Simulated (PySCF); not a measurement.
C4H3FOS, SMILES c1c(csc1O)F. Atoms are numbered in the order given.

```xyz
10

O      1.1307     2.1823     0.0000
C      0.5189     0.9823     0.0000
C      1.1515    -0.2288     0.0000
C      0.1919    -1.2916     0.0000
F      0.5737    -2.5683     0.0000
C     -1.1124    -0.9015     0.0000
S     -1.2136     0.8304     0.0000
H      0.4802     2.8941     0.0000
H      2.2326    -0.3619     0.0000
H     -2.0033    -1.5259     0.0000
```
Charge 0, spin multiplicity 1.

Coordinates come from a ωB97X-D3(BJ)/def2-SVP optimisation. One conformer was computed; it need not be the lowest.

The numbers are results of SMD-PBE0/def2-SVP in PySCF, not measurements.

Solvation free energies are E(SMD) − E(gas) at the gas-phase geometry, for 1 M in both phases. In vacuum the dipole moment is 2.28 D.

```csv
solvent,ΔG(solv) (kcal/mol),its non-electrostatic (CDS) part,dipole (D)
water,-4.0,4.0,2.92
acetonitrile,-6.2,-0.5,2.80
benzene,-4.2,-2.0,2.47
```
